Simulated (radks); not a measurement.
Pd+, configuration [Ar] 3d10 4p6 4d9 5s2 (not the ground configuration). All-electron calculation, scalar-relativistic Kohn-Sham, r2SCAN, spin-unpolarised, spherical densities, finite nucleus; meta-GGA in the generalised Kohn-Sham scheme; Fermi nuclear charge, rms radius 4.5318 fm. Program: a radial shooting solver on a logarithmic mesh with Libxc functionals.

Normalised radial functions P(r) = r R(r), r in bohr:

```
   r/bohr * 3d, o 5s (the largest magnitude, 1.66, reaches the edge; | marks zero, & curves that meet)
 0.001264                             &
 0.001932                             &
 0.002952                             *o
 0.004547                             *o
 0.006949                             *o
  0.01062                             *o
  0.01636                             *o
  0.02499                             *o
  0.03819                             o*
  0.05882                            o|   *
  0.08989                           o |        *
   0.1374                            o|                *
   0.2116                             | o                      *
   0.3233                             |  o                       *
    0.494                           o |                 *
   0.7609                       o     |      *
    1.163                             |&
    1.777                             *         o
    2.737                             *          o
    4.182                             *    o
     6.39                             *o
```

3d: eigenvalue -357.28 eV, 0 radial nodes, <r> = 0.357 bohr, 90 % of the charge inside 0.565 bohr. 5s: eigenvalue -14.305 eV, 4 radial nodes at r = 0.0400, 0.160, 0.436, 1.12 bohr, <r> = 2.63 bohr, 90 % of the charge inside 3.85 bohr.
